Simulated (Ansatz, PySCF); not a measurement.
Process, species as SMILES: C#CO + C (CH4) → C#C (C2H2) [acetylene] + CO (CH4O) [methanol]
Structures are relaxed separately at B3LYP-D3(BJ)/def2-TZVP in Ansatz (a quantum-chemistry and plane-wave program).

Wanted: bond separation energy (enthalpy at 298 K, with B3LYP-D3(BJ) rigid-rotor harmonic-oscillator terms from PySCF), in kJ/mol. Valence correlation only, unless marked. Spin-orbit coupling is left out. Non-relativistic. CBS(X,Y): correlation extrapolated as X^-3; Hartree-Fock from the larger set.

CCSD(T)/CBS(cc-pVTZ,cc-pVQZ) (Ansatz) gives 9.0 kJ/mol.

### Question
Another calculation gave 12.5 kJ/mol. Which level was it?
A) PBE0/def2-TZVPD (Ansatz)
B) M06-L/def2-TZVPD (PySCF)
C) B2GP-PLYP/def2-TZVPD (Ansatz)

### Answer
C, B2GP-PLYP/def2-TZVPD (Ansatz). The others give 33.7 (M06-L), 23.2 (PBE0) kJ/mol.
